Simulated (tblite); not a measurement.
Run record: tight-binding relaxation, `CC(C)OC1C[SiH2]C1`.

Computed with GFN2-xTB geometry optimisation, gas phase (tblite 0.8.0). Start geometry: from a force field or distance geometry. The input is one job of a driver script: a line of settings, then coordinates in Å.

Command:
```bash
OMP_NUM_THREADS=1 python probes_run.py task.json out
```

Input:
```
{"job": {"kind": "relax", "xc": "GFN2-xTB", "basis": "xTB"}, "charge": 0, "multiplicity": 1}
C     -2.434800    -0.030900    -0.719500
C     -1.471400    -0.092300     0.437500
C     -2.035900     0.529800     1.679400
O     -0.282700     0.391700     0.009000
C      0.796500    -0.446600    -0.058800
C      2.011400     0.092300     0.694200
Si     3.118300     0.014000    -0.782700
C      1.420600    -0.267600    -1.451700
H     -2.545200     1.064000    -0.957200
H     -1.949900    -0.491500    -1.601900
H     -3.425000    -0.462600    -0.482300
H     -1.346600    -1.179500     0.678400
H     -3.153200     0.403400     1.645900
H     -1.699300     0.091500     2.618100
H     -1.877000     1.641700     1.612400
H      0.679200    -1.503800     0.233900
H      2.381200    -0.540400     1.508300
H      1.757500     1.097900     1.065700
H      3.974400    -1.149000    -0.894800
H      3.739000     1.290300    -1.172700
H      1.061700     0.680100    -1.930800
H      1.271000    -1.113300    -2.131300
```

Output:
```
step      E/eV     max force
  0    -700.06818    2.999
  1    -700.42413    0.920
  2    -700.52355    0.702
  3    -700.63491    0.567
  4    -700.68903    0.471
  5    -700.71888    0.299
  6    -700.73314    0.253
  7    -700.74652    0.268
  8    -700.75778    0.312
  9    -700.76670    0.205
... (71 lines left out)
 81    -700.86941    0.025
 82    -700.86957    0.024
 83    -700.86966    0.023
 84    -700.86974    0.019
 85    -700.86984    0.017
 86    -700.86994    0.019
 87    -700.87002    0.017
 88    -700.87008    0.016
 89    -700.87012    0.011
 90    -700.87015    0.009
```

«max force» is the largest atomic force in eV/Å.

**Question.** From which step on does the largest force stay under 0.1 eV/Å, and how much energy is left to gain from there?

**Answer.** From step 69 (0.083 eV/Å), 7.0 meV above the end.

In short: energy lowered by 18.5 kcal/mol over 90 steps; largest atomic force 0.009 eV/Å at the end.

Time: 2.3 s of wall time. Hardware: one thread of an Intel Xeon at 2.50 GHz, on a shared host.
Labels such as C1 count atoms from 1, the log's own numbers from 0.
